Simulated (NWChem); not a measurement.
System: SiH$_{3}$Cl; SMILES [SiH3]Cl

```xyz
5

Si     0.0000     0.0000    -0.9970
Cl     0.0000     0.0000     1.0833
H      1.0031     1.0031    -1.4865
H     -1.3703     0.3672    -1.4865
H      0.3672    -1.3703    -1.4865
```
Atoms are numbered in this order, from 1.

Program: NWChem. The geometry was optimised at PBE-D3(BJ)/def2-SVP.

**Question.** Taking PBE0/def2-QZVP as the yardstick, which of these has the fewest basis functions while keeping “dipole (D)” within 0.05 D of it: PBE0/def2-SVPD; PBE0/def2-TZVPP; PBE0/def2-TZVP; PBE0/def2-TZVPD; PBE0/STO-3G; PBE0/def2-SVP?

**Answer.** PBE0/def2-TZVP.
```json
[
 {"level": "PBE0/STO-3G", "basis functions": "21", "dipole (D)": "2.61"},
 {"level": "PBE0/def2-SVP", "basis functions": "51", "dipole (D)": "1.41"},
 {"level": "PBE0/def2-SVPD", "basis functions": "75", "dipole (D)": "1.43"},
 {"level": "PBE0/def2-TZVP", "basis functions": "92", "dipole (D)": "1.30"},
 {"level": "PBE0/def2-TZVPD", "basis functions": "116", "dipole (D)": "1.32"},
 {"level": "PBE0/def2-TZVPP", "basis functions": "126", "dipole (D)": "1.31"},
 {"level": "PBE0/def2-QZVP", "basis functions": "230", "dipole (D)": "1.32"}
]
```

The yardstick is one finite set, not the basis-set limit.
